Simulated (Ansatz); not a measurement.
Cost and result for the atomization energy of C₂H₆GaNS, SMILES `C[N]1C[S][GaH]1` (11 atoms, 11 bonds).

```xyz
11

C     0.2027    1.1923    0.8395
N     0.1211    0.1121   -0.0969
C    -0.7202   -1.0138    0.2315
S    -0.5488   -2.1547   -1.2025
Ga    0.7441   -0.4405   -1.7231
H    -0.7769    1.6582    1.0181
H     0.5943    0.8653    1.8133
H     0.8713    1.9664    0.4584
H    -0.3981   -1.5358    1.1418
H    -1.7770   -0.7384    0.3426
H     1.6874    0.0889   -2.8226
```

Total charge 0; spin multiplicity 1. Correlated methods include outer-core shells of Ga, which these sets cover unevenly. Scalar relativity is left out up to krypton. The structure was optimised at the PBE0-D4/def2-TZVP level. Program: Ansatz. All runs use 4 threads of an Arm Neoverse V2 on a shared host. Times are those of one run each, without the atoms' runs, and a repeat can differ threefold. Electronic energies, without spin–orbit coupling; frozen cores. CCSD(T)/CBS adds CCSD(T) − MP2 in def2-TZVPP to the MP2 limit, and its time is that of the two runs behind it. T1 = 0.015. With those shells the extrapolation isn't a true limit. B3LYP takes the VWN-RPA correlation (the form of Gaussian; ORCA's B3LYP/G).

CCSD(T)/CBS is a level of theory with its own doubt, some kJ/mol a heavy atom from the limit and from the frozen cores, so smaller differences don't rank the functionals.

| level | functions | wall time | atomization (kcal/mol) | difference from CCSD(T)/CBS | per bond |
| --- | --- | --- | --- | --- | --- |
| LDA (SPW92)/def2-TZVPP | 267 | 1.5 s | 1066.3 | 146.8 | 13.4 |
| PBE-D4/def2-TZVPP (with forces) | 267 | 3 s | 942.0 | 22.5 | 2.0 |
| BHLYP-D4/def2-TZVPP | 267 | 4 s | 888.0 | -31.5 | -2.9 |
| PBE0-D4/def2-TZVPP | 267 | 4.1 s | 924.8 | 5.3 | 0.5 |
| CAM-B3LYP-D4/def2-TZVPP | 267 | 4.5 s | 919.5 | 0.0 | 0.0 |
| B3LYP-D4/def2-TZVPP (with forces) | 267 | 6.5 s | 915.4 | -4.1 | -0.4 |
| r2SCANh-D4/def2-TZVPP | 267 | 7 s | 915.8 | -3.7 | -0.3 |
| CCSD(T)/def2-SVP | 122 | 10 s | 865.9 | -53.6 | -4.9 |
| B97M-V/def2-TZVPP | 267 | 13 s | 922.9 | 3.4 | 0.3 |
| ωB97M-V/def2-TZVPP (with forces) | 267 | 15 s | 920.8 | 1.3 | 0.1 |
| MP2/def2-QZVPP | 510 | 27 s | 925.2 | 5.7 | 0.5 |
| CCSD(T)/def2-TZVPP | 267 | 4.3 min | 895.3 | -24.2 | -2.2 |
| CCSD(T)/CBS(def2) | – | 4.8 min | 919.5 | 0.0 | 0.0 |

From BLYP to BHLYP (50 % exact exchange), in def2-TZVPP and without D4, the atomization energy moves by −20.0 kcal/mol: exact exchange takes away binding that semilocal exchange gives to molecules. In def2-TZVPP, CCSD(T) changes the Hartree–Fock value by +255.5 kcal/mol (the triples alone add +17.1 kcal/mol) and MP2 by +271.3 kcal/mol; breaking electron pairs costs correlation energy, which Hartree–Fock lacks. Leaving LDA and LC-ωPBE aside and taking each functional with its dispersion term where it has one, the values spread over 54.0 kcal/mol, from BHLYP-D4 to PBE-D4. LDA lies +131.1 kcal/mol from PBE without D4, its usual overbinding.
